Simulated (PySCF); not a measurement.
Rigid-rotor lines calculated for a species of formula C5H8SSi (commonest isotopes; BHandHLYP/def2-SV(P) geometry optimisation, gas phase (PySCF 2.14.0)), labelled J(Ka,Kc):

| transition | MHz |
| --- | --- |
| 2(0,2) ← 1(0,1) | 3239.9 |
| 2(1,1) ← 1(1,0) | 3436.7 |
| 1(0,1) ← 0(0,0) | 1625.1 |
| 1(1,1) ← 0(0,0) | 4073.8 |
| 2(1,2) ← 1(1,1) | 3063.7 |

Task: Find the rotational constants.

Result: 1(0,1) ← 0(0,0) is B + C, 2(1,1) ← 1(1,0) is 3B + C and 2(1,2) ← 1(1,1) is B + 3C, so B − C is half the difference of the last two, 186.5 MHz. 1(1,1) ← 0(0,0) is A + C. A = 3354.5, B = 905.8, C = 719.3 MHz.

Task: What moments of inertia, asymmetry and inertial defect follow?

Result: I = 505379 MHz·u·Å² over each constant: Ia = 150.66, Ib = 557.93, Ic = 702.61 u·Å²; κ = (2B − A − C)/(A − C) = -0.858 (asymmetric top); Δ = Ic − Ia − Ib = -5.98 u·Å².

Task: Which dipole components do these lines need?

Result: μa and μb (a-type: ΔKa even, ΔKc odd; b-type: both odd). The calculation gives |μa| = 3.73 D, |μb| = 0.89 D, |μc| = 0.00 D.

Task: Where do these fall, and of which type are they? 4(2,2) ← 3(1,3); 4(0,4) ← 3(0,3); 3(1,2) ← 3(0,3); 2(2,0) ← 2(1,1); 4(1,3) ← 4(0,4); 3(2,2) ← 3(1,3); 3(1,2) ← 3(1,3); 4(3,1) ← 4(2,2); 2(1,1) ← 2(0,2); 4(1,4) ← 3(1,3); 4(1,3) ← 4(1,4); 4(4,0) ← 3(3,1); 4(2,2) ← 3(2,1).

Result: 
```tsv
transition	MHz	type	branch
3(1,2) ← 3(1,3)	1119	a	Q
4(1,3) ← 4(1,4)	1863	a	Q
2(1,1) ← 2(0,2)	2832	b	Q
3(1,2) ← 3(0,3)	3146	b	Q
4(1,3) ← 4(0,4)	3598	b	Q
4(1,4) ← 3(1,3)	6108	a	R
4(0,4) ← 3(0,3)	6400	a	R
4(2,2) ← 3(2,1)	6593	a	R
2(2,0) ← 2(1,1)	7356	b	Q
3(2,2) ← 3(1,3)	8192	b	Q
4(3,1) ← 4(2,2)	12594	b	Q
4(2,2) ← 3(1,3)	14836	b	R
4(4,0) ← 3(3,1)	24296	b	R
```

Task: Which structure gave them?

Result: `C=C/C=C(\[SiH3])C=S`, point group Cs. Three constants can't fix a structure by themselves; this is the one that was computed:
```
atom  x, y, z in Å
C1     2.624   -0.744    0.046
C2     1.291   -0.770   -0.039
C3     0.496    0.440   -0.075
C4    -0.853    0.563   -0.159
Si5   -2.114   -0.847   -0.259
C6    -1.379    1.915   -0.172
S7    -2.946    2.324   -0.258
H8     3.208   -1.659    0.072
H9     3.172    0.196    0.091
H10    0.777   -1.725   -0.083
H11    1.080    1.361   -0.027
H12   -3.026   -0.818    0.908
H13   -1.388   -2.143   -0.241
H14   -2.882   -0.770   -1.523
H15   -0.626    2.709   -0.118
```

The values belong to one conformer (point group Cs) with, in the numbering `[CH2:1]=[CH:2]/[CH:3]=[C:4](\[SiH3:5])[CH:6]=[S:7]`, C1–C2–C3–C4 180°, C3–C4–C6–S7 180°. Whether it is a minimum is left open (no frequencies). Zero-point vibration and centrifugal distortion are left out. A rigid rotor knows nothing of internal rotation, which can split or shift real lines.
